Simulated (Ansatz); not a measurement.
Reaction (hydrogen abstraction from the Sn–H bond): `[CH3][SnH]([F])[SH]` + `[SiH3]`• → `[CH3][Sn]([F])[SH]`• + SiH₄

Computed with Ansatz on PBE0-D4/def2-TZVP structures; ΔE is electronic, products minus reactants. CCSD(T)/CBS is the MP2 limit (def2-TZVPP, def2-QZVPP) plus CCSD(T) − MP2 in def2-TZVPP, frozen cores. This one scheme is used for every species. DFT in def2-TZVPP. No spin–orbit coupling; open shells (•) take unrestricted orbitals. Elements past krypton have def2 core potentials. For Sn outer-core shells are correlated without core-valence functions, which leaves a few kJ/mol of doubt a bond. Each species was taken in one conformer, which may not be the lowest.

`[CH3][SnH]([F])[SH]`:

```xyz
9

C    -0.750   -0.163   -1.112
Sn   -0.110    0.009    0.902
F     0.263   -1.813    1.417
S     1.932    1.227    1.116
H    -0.945    0.826   -1.527
H     0.034   -0.653   -1.688
H    -1.658   -0.765   -1.152
H    -1.192    0.581    2.084
H     2.426    0.752   -0.040
```

`[SiH3]`•:

Cartesian coordinates in Å:
```
Si 0.106 0.291 -0.135
H 0.259 -0.768 -1.167
H -1.319 0.465 0.250
H 0.954 0.012 1.052
```

`[CH3][Sn]([F])[SH]`•:

Cartesian coordinates in Å:
```
C 0.468 -1.059 -0.876
Sn 0.644 0.611 0.495
F 0.097 -0.133 2.202
S -1.134 2.200 0.059
H 1.306 -1.739 -0.734
H 0.448 -0.680 -1.897
H -0.474 -1.548 -0.624
H -1.354 2.348 1.377
```

SiH₄:

Cartesian coordinates in Å:
```
Si 0.000 0.000 0.000
H -0.376 -1.435 -0.066
H 1.218 0.154 0.835
H -1.114 0.776 0.601
H 0.272 0.504 -1.370
```

Is it downhill or uphill in electronic energy at CCSD(T)/CBS, and by how much? (Estimate.)

The calculation gave: Downhill: ΔE = -80.4 kJ/mol.

What do these levels give: PBE-QIDH, r2SCAN, CCSD(T)/def2-SVP, CCSD(T)/def2-TZVPP, MP2/def2-QZVPP, SCS-MP2/def2-QZVPP? (An estimate is asked.)

Computed: PBE-QIDH -77.6, r2SCAN -88.4, CCSD(T)/def2-SVP -75.7, CCSD(T)/def2-TZVPP -77.9, MP2/def2-QZVPP -78.2, SCS-MP2/def2-QZVPP -81.0 kJ/mol.

Largest T1 diagnostic among the species: 0.016.

At CCSD(T), def2-SVP lies +4.6 kJ/mol from the extrapolated value and def2-TZVPP +2.5 kJ/mol. From r2SCAN to r2SCAN0 (25 % exact exchange), in def2-TZVPP and without D4, ΔE moves by +5.7 kJ/mol. In def2-TZVPP, CCSD(T) changes the Hartree–Fock value by −6.5 kJ/mol (the triples alone add −1.2 kJ/mol) and MP2 by −5.3 kJ/mol.
